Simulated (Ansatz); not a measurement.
Compare A (`F[Si@@H]1O[C@H]1[SiH3]`) with its isomer B (`O[Si]1(F)C[SiH2]1`).

Calculated with Ansatz (gas phase, PBE0-D4/def2-TZVP geometries, no zero-point term in ΔE). CCSD(T)/CBS adds triple-zeta CCSD(T) − MP2 to the extrapolated MP2 energy (def2 sets, frozen cores). DFT in def2-TZVPP. B3LYP here is the variant with VWN-RPA as its local correlation; programs differ in this. One conformer a species, not always the lowest.

(1) Which is lower in electronic energy at CCSD(T)/CBS, and by how much? (Estimate.)

(2) Give E(B) − E(A) in kJ/mol with B3LYP-D4, ωB97M-V, PBE0-D4, MP2/def2-TZVPP, HF/def2-TZVPP, CCSD/def2-TZVPP, CCSD(T)/def2-TZVPP. (Best estimate.)

Largest T1 diagnostic: 0.014.

## Answers

(1) Ansatz gave: B, by 95.4 kJ/mol.

(2) The calculation gave: B3LYP-D4 -90.3, ωB97M-V -93.0, PBE0-D4 -106.2, MP2/def2-TZVPP -92.7, HF/def2-TZVPP -85.2, CCSD/def2-TZVPP -92.4, CCSD(T)/def2-TZVPP -91.8. None reverses the order clearly.

From PBE to PBE0 (25 % exact exchange), in def2-TZVPP and without D4, E(B) − E(A) moves by −5.6 kJ/mol. In def2-TZVPP, CCSD(T) changes the Hartree–Fock value by −6.6 kJ/mol (the triples alone add +0.6 kJ/mol) and MP2 by −7.5 kJ/mol.
